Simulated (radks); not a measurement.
All-electron atom: Sc in [Ar] 3d(up 0.75, down 0.25) 4s2 (fractional occupations, a model configuration). Method: scalar-relativistic Kohn-Sham, PBEsol, spin-polarised, spherical densities, finite nucleus; Fermi nuclear charge, rms radius 3.5459 fm; computed with a radial shooting solver on a logarithmic mesh with Libxc functionals.

Unscreened Slater integrals over Kohn-Sham orbitals (hartree). They are taken over the spin-up orbitals.

F0(3d,3d): 0.51362
F2(3d,3d): 0.22501
F4(3d,3d): 0.13776
F0(3d,4s): 0.29886
G2(3d,4s): 0.058893
F0(3d,3p): 0.61553
F2(3d,3p): 0.27509
G1(3d,3p): 0.34077
G3(3d,3p): 0.20223
F0(4s,4s): 0.24494
F0(4s,3p): 0.31629
G1(4s,3p): 0.018667
F0(3p,3p): 0.77356
F2(3p,3p): 0.38739

Derived for the open shells (J is the average intra-shell exchange parameter used in DFT+U). 3d: Racah B = F2/49 - 5 F4/441 = 0.003030 hartree, C = 35 F4/441 = 0.01093 hartree, C/B = 3.61, F4/F2 = 0.612, J = (F2 + F4)/14 = 0.02591 hartree.
